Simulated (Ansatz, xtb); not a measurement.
Spectroscopic constants of SiSb, multiplicity 2 (lowest of 2S+1 = 2, 4 at CCSD(T)/def2-TZVPP on PBE0 minima; our sources give no spin for the ground state, which may be another). No spin–orbit coupling. The T1 diagnostic near the minimum is 0.060, so single-reference values are doubtful.

Seven points along R, fitted to fifth degree in 1/R; most abundant isotopes. Runs in def2 and cc sets follow the lowest solution found near the PBE0 minimum.

Programs: Ansatz (a first-principles code); xtb for the GFN methods.  In def2 rows elements past Kr take small-core potentials, without spin–orbit coupling. The GFN methods have no spin term and hold the electronic entropy of 300 K.

| level | r_e (Å) | ω_e (cm⁻¹) | ω_e x_e (cm⁻¹) | dipole (D) |
|---|---|---|---|---|
| GFN2-xTB | 2.401 | 438 | 2.5 | - |
| SVWN5/def2-TZVPP | 2.380 | 415 | 1.1 | 0.08 |
| PBE/def2-TZVPP | 2.407 | [?] | 1.1 | 0.18 |
| B97M-V/def2-TZVPP | 2.387 | 421 | 1.3 | 0.37 |
| B3LYP/def2-TZVPP | [?] | [?] | 1.2 | 0.03 |

**Question.** Fill in the missing entries.

**Answer.** 
- B3LYP/def2-TZVPP, r_e (Å): 2.394
- B3LYP/def2-TZVPP, ω_e (cm⁻¹): 414
- PBE/def2-TZVPP, ω_e (cm⁻¹): 403
